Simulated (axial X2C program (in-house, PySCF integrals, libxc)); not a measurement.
# SnBr: cheaper levels and CCSD(T), two-component

Calculated with an in-house relativistic program for diatomic molecules. Two-component (2c) means X2C with spin–orbit coupling and atomic mean-field two-electron Coulomb and Gaunt terms. Basis: Sn dyall-cv3z [11s12p9d4f1g], Br dyall-cv3z [8s9p6d4f1g] (cores contracted in-house); Gaussian nuclei, density fitting, unrestricted open shells. Masses: Sn 119.902 u, Br 78.918 u.

State: Ω = 1/2 (⟨Sz⟩ = -0.50, ⟨Lz⟩ = 1.00 at HF); fragments Sn + Br.

| level | Re (Å) | ωe (cm⁻¹) |
| --- | --- | --- |
| PBE0 | 2.518 | 242.3 |
| HF | 2.543 | 237.2 |
| MP2 | 2.510 | 246.5 |
| CCSD | 2.524 | 244.7 |
| BHandHLYP | 2.528 | 239.8 |

Correlated methods: 21 electrons correlated (number of frozen shells: Sn 4 s, 3 p, 1 d; Br 3 s, 2 p, 1 d), 273 virtual spin orbitals or spinors in MP2, 110 natural virtuals in coupled cluster.

CCSD(T), same Hamiltonian and basis:

Re = 2.520 Å, ωe = 243.2 cm⁻¹; T1 = 0.013 (Lee–Taylor normalisation).

**Question.** Give the differences from CCSD(T) in the columns below.

**Answer.** 

| level | ΔRe (Å) | Δωe (cm⁻¹) |
| --- | --- | --- |
| PBE0 | -0.002 | -0.9 |
| HF | 0.023 | -6.0 |
| MP2 | -0.010 | 3.3 |
| CCSD | 0.004 | 1.5 |
| BHandHLYP | 0.008 | -3.4 |

The state is a single determinant with fixed occupations, the lowest that a limited PBE0 search found. De is not given where an atomic determinant may have missed its ground term or J level, or where the truncated virtual space spoils (T). Density functionals use the spin component along the axis (collinear). Coupled cluster ran in a truncated set of natural virtual spinors; the MP2 energy of the rest was added. (T) has no such correction and the atoms are truncated less, which lowers De at CCSD(T) by a hundredth of an eV or more. Without a current term, density functionals place determinants with orbital angular momentum somewhat too high.
